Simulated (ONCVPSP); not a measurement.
# How hard is this chromium (Cr) ONCV potential?

chromium (Cr), optimised norm-conserving Vanderbilt (ONCV), made with ONCVPSP 4.0.1 (PW91, scalar-relativistic). Core [Ar], reference 3d5 4s1. Waves: 4s: rc 2.70 bohr, ncon 4, nbas 9, qcut 2.4 1/bohr, 1 projector; p scattering state at 0.24 Ha: rc 2.15 bohr, ncon 3, nbas 7, qcut 3.9 1/bohr, 2 projectors, debl 3.9 Ha; 3d: rc 1.85 bohr, ncon 4, nbas 8, qcut 9.6 1/bohr, 2 projectors, debl 3.4 Ha. Local part: polynomial inside 1.55 bohr (lpopt 5, dvloc0 0 Ha). Core correction: Teter function, fcfact 4.25, rcfact 1.55.

Q: For each optimised wave give the share of its norm inside rc, the residual kinetic energy above qcut (Ha) and the cutoffs (Ha) for errors of 10, 1, 0.1 and 0.01 mHa per electron.

A:

| wave | norm inside rc | residual KE | 10 mHa | 1 mHa | 0.1 mHa | 0.01 mHa |
| --- | --- | --- | --- | --- | --- | --- |
| 4s | 0.332 | 7.8e-04 | 1.4 | 2.8 | 16.8 | 31.8 |
| p projector 1 | 0.231 | 3.3e-04 | 2.0 | 4.3 | 30.4 | 61.9 |
| p projector 2 | 0.105 | 1.7e-02 | 9.3 | 44.8 | 80.6 | not reached |
| 3d | 0.736 | 3.3e-06 | 26.1 | 32.0 | 36.6 | 41.2 |
| d projector 2 | 0.155 | 2.8e-06 | 29.5 | 35.8 | 40.4 | 43.9 |

The occupied waves need 32 Ha and 37 Ha for 1 and 0.1 mHa. Note: ghosts flagged at negative energy: s at -18.2 eV; GHOST(+) flagged for p at 134.5 eV. A true bound ghost makes a file unfit for plane-wave use. 2 of 4 tests not solved or not reliable.
